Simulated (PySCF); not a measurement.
Method: GFN2-xTB structure, shieldings: GIAO PBE0/pcSseg-1, in PySCF 2.14 (no solvent model, a single conformation, one averaged value for each set of equivalent atoms, non-relativistic Hamiltonian).

Scale: TMS for ¹H (σref 31.72) and ¹³C (σref 186.93) (reference shieldings calculated alike). Shifts are as computed. Against solution values, carbons near 30 ppm lie about +3 ppm off and those near 130 ppm about +5 ppm. Of 1309 compounds with measured shifts, 239 miss one by over three times the rms of a fit or turn the order of signals round; such compounds aren't used in these exercises.

Q: Order these molecules by the shift of their most shielded carbon-bound hydrogen, lowest δ first.
A. CC(=O)N(C)[SiH2]C#N
B. C=C([SiH3])CC#N
C. C/N=C\C#C[SiH3]
D. O=C[C@]1(F)[SiH2][Si@H](F)[SiH2]1
E. [SiH3]/N=C/C1=CC1

A: E (1.30 ppm, hydrogen on a three-membered-ring carbon), A (2.25 ppm, hydrogen on a methyl carbon α to a carbonyl), B (3.09 ppm, hydrogen on an allylic sp3 CH2), C (3.97 ppm, hydrogen on a methyl carbon bonded to N), D (10.78 ppm, hydrogen on an aldehyde carbonyl carbon).

Q: Order these molecules by the shift of their most deshielded carbon, lowest δ first.
A. CC#C/C=N\[SiH3]
B. O=C[C@]1(F)[SiH2][Si@H](F)[SiH2]1
C. CC(=O)N(C)[SiH2]C#N
D. C=C([SiH3])CC#N

A: D (144.6 ppm, fully substituted alkene carbon), A (160.3 ppm, C=N carbon), C (185.3 ppm, amide carbonyl carbon), B (216.2 ppm, aldehyde carbonyl carbon).

Q: How many ¹³C and ¹H signals does each give (equivalence by symmetry and fast rotation, but not about amide C–N or C=N bonds)? `C=C([SiH3])CC#N`, `CC#C/C=N\[SiH3]`, `[SiH3]/N=C/C1=CC1`, `CC(=O)N(C)[SiH2]C#N`, `O=C[C@]1(F)[SiH2][Si@H](F)[SiH2]1`, `C/N=C\C#C[SiH3]`

A: C=C([SiH3])CC#N: 4 C, 4 H; CC#C/C=N\[SiH3]: 4 C, 3 H; [SiH3]/N=C/C1=CC1: 4 C, 4 H; CC(=O)N(C)[SiH2]C#N: 4 C, 3 H; O=C[C@]1(F)[SiH2][Si@H](F)[SiH2]1: 2 C, 4 H; C/N=C\C#C[SiH3]: 4 C, 3 H.
